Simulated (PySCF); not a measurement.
**A small calculation by hand: chemical shift, span and skew from a shielding tensor**

H₇NO₂Si₂, SMILES [Si]([SiH3])(N)(O)O. Atoms are numbered in the order given.

```xyz
12

N      1.3766     1.3960     0.0000
Si     0.4121    -0.0508     0.0000
O      0.7822    -0.8604    -1.4133
O      0.7822    -0.8604     1.4133
Si    -1.9159     0.1369     0.0000
H      1.3886     1.9816     0.8334
H      1.3886     1.9816    -0.8334
H      1.7243    -0.8900    -1.6390
H      1.7243    -0.8900     1.6390
H     -2.3633     0.8970    -1.2037
H     -2.5978    -1.1878     0.0000
H     -2.3633     0.8970     1.2037
```
Charge 0, spin multiplicity 1.

Geometry: TPSSh-D3(BJ)/def2-SVP. This is a generated structure with no PubChem entry under its InChIKey; it may be hypothetical. One conformer was computed; it need not be the lowest.

GIAO shieldings from HF/pcSseg-1 run with PySCF, non-relativistic, no solvent. The symmetric part of the tensor of Si2 has the principal values 397.7, 412.8, 440.1 ppm. The same nucleus in TMS has σ = 393.8 ppm at this level (PySCF, at its B3LYP-D3(BJ)/def2-TZVP geometry).

Task: Work out the isotropic shielding, the ²⁹Si shift against TMS, the span and the skew.

Result: 
σ(iso) = (σ11 + σ22 + σ33)/3 = 416.9 ppm. δ = σ(ref) − σ(iso) = 393.8 − (416.9) = -23.1 ppm.
Span Ω = σ33 − σ11 = 42.4 ppm. Skew κ = 3(σ(iso) − σ22)/Ω = 0.29. Tumbling in solution averages the tensor to δ; in a static solid the shielding alone would spread this spin-1/2 line over Ω.
